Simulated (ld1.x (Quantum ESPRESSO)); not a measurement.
## Mo (Z = 42), TM: configuration errors across variants

Mo (Z = 42), norm-conserving Troullier–Martins (Kleinman–Bylander form), made with ld1.x (Quantum ESPRESSO) 7.5 (LDA (PZ), scalar-relativistic). Core [Ar] 3d10, reference 4s2 4p6 4d4 5s0 5p0 (charge +2). Waves: 4p (bound): rc 1.15 bohr; 4d (bound): rc 2.10 bohr; 4s (bound): rc 1.70 bohr. Local part: the s channel. Core correction: none.

All-electron excitation energies from the reference (eV): (1) 4s2 4p6 4d5 5s1 5p0 -22.889; (2) 4s2 4p6 4d5 5s0 5p0 -15.703; (3) 4s2 4p6 4d3 5s0 5p0 26.961; (4) 4s1 4p6 4d5 5s1 5p0 47.417; (5) 4s2 4p6 4d4 5s2 5p0 -22.750; (6) 4s2 4p6 4d2 5s0 5p0 66.658; (7) 4s2 4p6 4d5 5s0 5p1 -19.644; (8) 4s2 4p6 4d4 5s0 5p0 spin -2.483; (9) 4s2 4p6 4d5 5s1 5p0 spin -26.812.

Spin tests fill each open shell by Hund’s rule, majority spin first.

5 further variants failed, have other tests or another functional or relativity, and are left out.

Errors AE − PS in meV (a dash: test not solved or not reliable):

| change | (1) | (2) | (3) | (4) | (5) | (6) | (7) | (8) | (9) | bound ghosts |
| --- | --- | --- | --- | --- | --- | --- | --- | --- | --- | --- |
| base | +877 | +18 | +30 | +1396 | +2028 | +138 | +142 | +148 | +1087 | none |
| local potential the d channel | +270 | -1.4 | +1.9 | +423 | +675 | +27 | -15 | +147 | +437 | none |
| all radii scaled by about 0.74 (s 1.26, p 0.86, d 1.56 bohr) | +109 | +3.3 | +6.8 | +182 | +258 | – | +57 | +130 | – | none |
| wave 4s (bound): rc 1.70 bohr becomes 4s (bound): rc 1.98 bohr | +1952 | +47 | +68 | +2937 | +4319 | +279 | +316 | +157 | +2221 | none |

Problem. Give the same row for: core correction a·sin(br)/r model core inside 0.70 bohr.

Solution. +874, +18, +29, +1375, +2008, +135, +142, +82, +1001; bound ghosts: none.
